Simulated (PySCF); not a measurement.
## Two-dimensional NMR puzzle

Compound of formula C8H5F3O. Correlations simulated from computed shifts and the bond graph:

HSQC (one-bond C–H):
```csv
δH,δC
8.72,139.0
8.03,142.5
7.90,134.5
```

COSY cross peaks (H two or three bonds apart, from the bond graph; peaks can be absent where the dihedral angle is near 90°):
```csv
δH,δH
8.72,7.90
8.03,7.90
```

HMBC (two and three bonds, from the bond graph):
```csv
δH,δC
8.72,"186.3, 142.5, 139.0, 134.5, 133.6"
8.03,"139.0, 134.5"
7.90,"142.5, 139.0, 134.5, 133.6"
```

Carbons without hydrogens: δ 186.3, 133.6, 126.8.

- structure optimised with GFN2-xTB
- GIAO PBE0/pcSseg-1 shieldings
- run in PySCF 2.14
- averaged over atoms made equivalent by symmetry, fast rotation or ring inversion, non-relativistic Hamiltonian, one conformer, gas phase

Scale: ¹H and ¹³C vs TMS (reference shieldings calculated alike).

Exchangeable hydrogens are left out of these lists.

Which molecule is this?

## Answers

`InChI=1S/C8H5F3O/c9-8(10,11)7(12)6-4-2-1-3-5-6/h1-5H`.

Mapped SMILES: `[O:1]=[C:2]([c:3]1[cH:4][cH:5][cH:6][cH:7][cH:8]1)[C:9]([F:10])([F:11])[F:12]` (H(Xn): hydrogen on atom n).

δC 186.3 is C2, a ketone carbonyl carbon. δC 142.5 is C6, an aromatic CH (δH 8.03). δC 139.0 is C4/C8, an aromatic CH (δH 8.72). δC 134.5 is C5/C7, an aromatic CH (δH 7.90). δC 133.6 is C3, a substituted aromatic carbon. δC 126.8 is C9, a CF3 carbon. HMBC from δH 8.72 reaches the proton-free carbons C2, C3. HMBC from δH 7.90 reaches the proton-free carbon C3. COSY links 8.72–7.90, 8.03–7.90.

This is the structure that produced the data.

Shifts are as computed. Against solution values, carbons near 30 ppm lie about +3 ppm off and those near 130 ppm about +5 ppm. Of 1211 compounds with measured shifts, 218 miss one by over three times the rms of a fit or turn the order of signals round; such compounds aren't used in these exercises.
